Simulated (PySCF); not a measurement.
Atoms are numbered as in `[CH:1]#[C:2][c:3]1[cH:4][cH:5][cH:6][cH:7][c:8]1[S-:9]`. Each H is labelled by its parent atom.

Geometry: GFN2-xTB; GIAO shifts from PySCF, gas phase, non-relativistic, averaged over equivalent atoms.

At PBE0/pcSseg-1 (185 basis functions, 33 s wall time on 1 thread of an Arm Neoverse V2, shared host):
```
atoms  δ (ppm)
   C8    187.9
   C7    141.1
   C4    136.9
   C6    127.1
   C3    124.5
   C5    110.7
   C2     96.5
   C1     80.0
H(C7)     7.51
H(C4)     6.89
H(C6)     6.21
H(C5)     5.72
H(C1)     2.35
```

Referencing at the same level of theory: $^{13}$C (186.93 ppm) and $^{1}$H (31.72 ppm) vs TMS.

Predict the values at PBE0/6-31++G** on the same geometry.

Results:


```csv
atoms,δ at PBE0/6-31++G**,change
C8,176.0,-11.9
C7,133.1,-8.0
C4,127.7,-9.2
C6,118.1,-9.0
C3,118.7,-5.8
C5,104.0,-6.7
C2,89.7,-6.8
C1,72.0,-8.0
H(C7),7.86,+0.35
H(C4),7.17,+0.28
H(C6),6.44,+0.23
H(C5),6.01,+0.29
H(C1),2.57,+0.22
```

Referencing at the same level of theory: TMS for $^{13}$C (198.46 ppm), $^{1}$H (31.85 ppm).

The largest change is at C8 (aromatic carbon bearing sulfur). Cost: 196 basis functions, 27 s wall time on 1 thread of an Arm Neoverse V2, shared host. The order of the carbon signals changes between the two levels.
